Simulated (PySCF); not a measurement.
# `[SiH3][Si@@H](O[SiH3])[AsH2]`, AsH9OSi3

Geometry (Å), atoms numbered from 1 in this order:
```xyz
14

Si    2.630   -0.461    0.474
O     1.254    0.355    0.035
Si   -0.322    0.174   -0.473
Si   -1.667    1.610    0.794
As   -0.976   -2.103   -0.241
H     3.355    0.347    1.494
H     3.509   -0.671   -0.714
H     2.269   -1.791    1.055
H    -0.413    0.488   -1.934
H    -1.574    1.210    2.232
H    -1.248    3.040    0.660
H    -3.089    1.477    0.349
H    -2.387   -1.749   -0.703
H    -1.341   -1.925    1.230
```

Computed, not measured: GIAO PBE0/6-31G magnetisability, rotational g tensor and spin-rotation constants, non-relativistic, gas phase in PySCF. Geometry: PBE0-D3(BJ)/def2-SVP.

The calculation is non-relativistic, which matters for the atoms heavier than Zn.

(1) How diamagnetic is it, and how anisotropic?

(2) Split it along the inertial axes a, b, c into diamagnetic and paramagnetic parts about the centre of mass, with the quadrupole moment.

(3) And the rotational g tensor?

Answers

(1) Isotropic -1630 × 10⁻³⁰ J/T², or -98.2 × 10⁻⁶ cm³/mol; principal values -1806, -1566, -1518 × 10⁻³⁰ J/T², anisotropy 267 × 10⁻³⁰ J/T² (root of half the summed squared differences of the principal values). The susceptibility is in cgs units.

(2) 
| axis | χ (10⁻⁶ cm³/mol) | diamagnetic (10⁻⁶ cm³/mol) | paramagnetic (10⁻⁶ cm³/mol) | summed x² of all electrons (Å²) | quadrupole Θ (D Å) |
| --- | --- | --- | --- | --- | --- |
| a | -103.4 | -1071.8 | 968.3 | 238.7 | +2.09 |
| b | -97.8 | -1171.1 | 1073.3 | 215.3 | -3.53 |
| c | -93.3 | -1926.3 | 1833.0 | 37.3 | +1.44 |

Anisotropies 2χaa − χbb − χcc = -15.8 and 2χbb − χaa − χcc = +1.2 × 10⁻⁶ cm³/mol. Θ is traceless in Buckingham's convention.

(3) 
| axis | rotational constant (GHz) | g | nuclear part | electronic part |
| --- | --- | --- | --- | --- |
| a | 1.2568 | -0.0127 | 0.5590 | -0.5718 |
| b | 1.1006 | -0.0124 | 0.5426 | -0.5550 |
| c | 0.6347 | -0.0093 | 0.5372 | -0.5465 |

Asymmetric top; isotopes 75As, 1H, 16O, 28Si; no vibrational averaging.
